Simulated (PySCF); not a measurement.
PySCF 2.14 output of an unrestricted PBE calculation on a single atom or ion in aug-cc-pVQZ-DK3, with the spin-free X2C one-electron Hamiltonian (Gaussian nucleus):

```
SCF conv_tol = 1e-09
number electrons alpha = 24  beta = 23
    J. P. Perdew, K. Burke, and M. Ernzerhof.,  Phys. Rev. Lett. 77, 3865 (1996)
    J. P. Perdew, K. Burke, and M. Ernzerhof.,  Phys. Rev. Lett. 78, 1396 (1997)
    J. P. Perdew, K. Burke, and M. Ernzerhof.,  Phys. Rev. Lett. 77, 3865 (1996)
    J. P. Perdew, K. Burke, and M. Ernzerhof.,  Phys. Rev. Lett. 78, 1396 (1997)
cycle= 1 E= -5878.88471691628  delta_E= -0.0106  |g|= 0.032  |ddm|= 3.19
cycle= 2 E= -5878.88475882558  delta_E= -4.19e-05  |g|= 0.0202  |ddm|= 1.03
cycle= 3 E= -5878.88483472041  delta_E= -7.59e-05  |g|= 0.00338  |ddm|= 0.482
cycle= 4 E= -5878.8848372801  delta_E= -2.56e-06  |g|= 1.68e-05  |ddm|= 0.0649
cycle= 5 E= -5878.88483728021  delta_E= -1.11e-10  |g|= 1.91e-06  |ddm|= 0.000219
converged SCF energy = -5878.88483728021  <S^2> = 0.75024317  2S+1 = 2.0002432
```

The run itself started from symmetry-adapted Hartree-Fock orbitals and held the occupation by maximum overlap, on a logarithmic radial grid, so the iterations belong to that start.

Which element, charge and spin multiplicity is this?

In²⁺ (indium, charge +2), multiplicity 2; the state was [Kr] 4d9 5s2, 2D determinant (an excited configuration).
